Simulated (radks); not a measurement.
Q: All-electron atom: the selenium ion Se0.375+ in [Ar] 3d9.625 4s2 4p4 (fractional occupations, a model configuration). Method: Dirac Kohn-Sham, BLYP, spin-unpolarised, spherical densities, finite nucleus; open shells are shared between the two j in proportion to 2j + 1; Fermi nuclear charge, rms radius 4.14 fm; computed with a radial shooting solver on a logarithmic mesh with Libxc functionals. Some entries of the table are withheld. Estimate them.

| orbital | occ. | eigenvalue (hartree) | r(max) (bohr) |
|---|---|---|---|
| 1s1/2 | 2 | -459.8344 | 0.02880 |
| 2s1/2 | 2 | -59.39381 | 0.1646 |
| 2p1/2 | 2 | -53.32687 | 0.1295 |
| 2p3/2 | 4 | -51.79123 | 0.1327 |
| 3s1/2 | 2 | -8.13400 | 0.5016 |
| 3p1/2 | 2 | -6.05890 | (1) |
| 3p3/2 | 4 | -5.84080 | (2) |
| 3d3/2 | 3.85 | -2.26243 | 0.4484 |
| 3d5/2 | 5.775 | -2.22881 | 0.4511 |
| 4s1/2 | 2 | -0.79091 | 1.478 |
| 4p1/2 | 1.33333 | -0.38206 | (3) |
| 4p3/2 | 2.66667 | -0.36608 | (4) |

A: 
(1) 3p1/2 r(max) (bohr): 0.4936
(2) 3p3/2 r(max) (bohr): 0.5021
(3) 4p1/2 r(max) (bohr): 1.719
(4) 4p3/2 r(max) (bohr): 1.752
